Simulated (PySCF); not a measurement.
r2SCAN on Ni⁻ (nickel, charge -1), [Ar] 3d9 4s2, 2D determinant. Calculation: PySCF 2.14, in aug-cc-pwCVTZ-DK (10s9p7d4f3g, 127 functions); scalar relativity by spin-free X2C-1e.

```
cycle= 1 E= -1520.50034727919  delta_E= 0.042  |g|= 0.64  |ddm|= 0.854
cycle= 2 E= -1519.96675270918  delta_E= 0.534  |g|= 1.94  |ddm|= 1.03
cycle= 3 E= -1520.56183483486  delta_E= -0.595  |g|= 0.287  |ddm|= 0.613
cycle= 4 E= -1520.58124244058  delta_E= -0.0194  |g|= 0.0757  |ddm|= 0.246
cycle= 5 E= -1520.58273717399  delta_E= -0.00149  |g|= 0.00879  |ddm|= 0.0558
cycle= 6 E= -1520.58275745601  delta_E= -2.03e-05  |g|= 0.000887  |ddm|= 0.0246
cycle= 7 E= -1520.58275824741  delta_E= -7.91e-07  |g|= 0.000112  |ddm|= 0.0159
cycle= 8 E= -1520.58275837037  delta_E= -1.23e-07  |g|= 0.000103  |ddm|= 0.00609
cycle= 9 E= -1520.58275839594  delta_E= -2.56e-08  |g|= 2.18e-05  |ddm|= 0.00203
cycle= 10 E= -1520.58275839918  delta_E= -3.24e-09  |g|= 4.12e-06  |ddm|= 0.00077
cycle= 11 E= -1520.58275839937  delta_E= -1.92e-10  |g|= 1.29e-06  |ddm|= 0.00023
converged SCF energy = -1520.58275839937  <S^2> = 0.7601651  2S+1 = 2.0101394
```

Highest occupied orbital energy: 2.579 eV; ⟨L²⟩ = 6.05; populations by l: s 8.00, p 12.00, d 9.00, f 0.00.

Task: Can this result be used?

Result: With care. The calculation finished and met its thresholds. At r2SCAN the highest occupied level has a positive energy, so only the finite basis holds that electron; in a semilocal or global hybrid functional this comes from self-interaction and does not mean that the real anion is unbound.
